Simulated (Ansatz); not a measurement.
Breaking a bond: SeMg, lowest triplet found (which spin is the ground state isn't settled by this scan).

Methods: UMP2 = MP2 on UHF/cc-pVDZ, cores with 3d frozen (Ansatz, a quantum-chemistry and plane-wave program); FCI = full CI/cc-pVDZ, cores with 3d frozen in Ansatz.

Energies relative to the lowest point of each curve between 2.02 and 3.08 Å, where full CI is lowest, in kcal/mol:

```csv
R / Å,UMP2
1.86,79.0
2.02,34.5
2.18,11.8
2.27,5.2
2.36,1.5
2.50,0.0
2.54,0.2
2.66,2.2
2.74,4.3
2.84,7.5
3.49,27.9
4.16,31.9
```

What does FCI give at the same points?

1.86: 79.4; 2.02: 35.0; 2.18: 12.3; 2.27: 5.5; 2.36: 1.7; 2.50: 0.0; 2.54: 0.2; 2.66: 1.9; 2.74: 3.7; 2.84: 6.5; 3.49: 23.0; 4.16: 27.1 (kcal/mol).

The scan ran from 1.86 to 8.81 Å; beyond the distances shown full CI changes its symmetry label. The unrestricted determinant behind UMP2 is spin-contaminated at 3.31 to 3.80 Å (<S²> up to 2.2, against 2.00 for a pure triplet).
